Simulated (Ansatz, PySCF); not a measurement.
H4O, SMILES [OH4+2], charge +2.

Coordinates come from a r2SCAN-D4/def2-TZVPD optimisation.

Vertical ionisation energy (IE) and electron affinity (EA) in eV. Rows of orbital energies are one-electron estimates. Where ΔSCF, EOM or ADC give a negative EA the extra electron is unbound and the value depends on the basis.

| level | IE | EA |
|---|---|---|
| −ε(HOMO), −ε(LUMO), PBE0/def2-TZVPD (PySCF) | 35.74 | 15.76 |
| −ε(HOMO), −ε(LUMO), r2SCAN/def2-TZVPD (PySCF) | 34.23 | 15.95 |
| −ε(HOMO), −ε(LUMO), PBE/def2-TZVPD (PySCF) | 33.79 | 16.98 |
| EOM-CCSD/aug-cc-pVDZ (PySCF) | 39.70 | 13.13 |
| ΔSCF, PBE0/def2-TZVPD (Ansatz), final states of multiplicity 2 and 2 | 39.81 | 13.44 |
| ΔSCF, PBE/def2-TZVPD (Ansatz), final states of multiplicity 2 and 2 | 39.89 | 13.67 |

**Question.** What vertical singlet–triplet gap does ΔSCF give with PBE0/def2-TZVPD (Ansatz, an electronic-structure program) and with PBE/def2-TZVPD (Ansatz)? (An estimate is asked for; the answer gives what the named calculation found.)

**Answer.** 16.58 and 16.41 eV (triplet above singlet where positive).
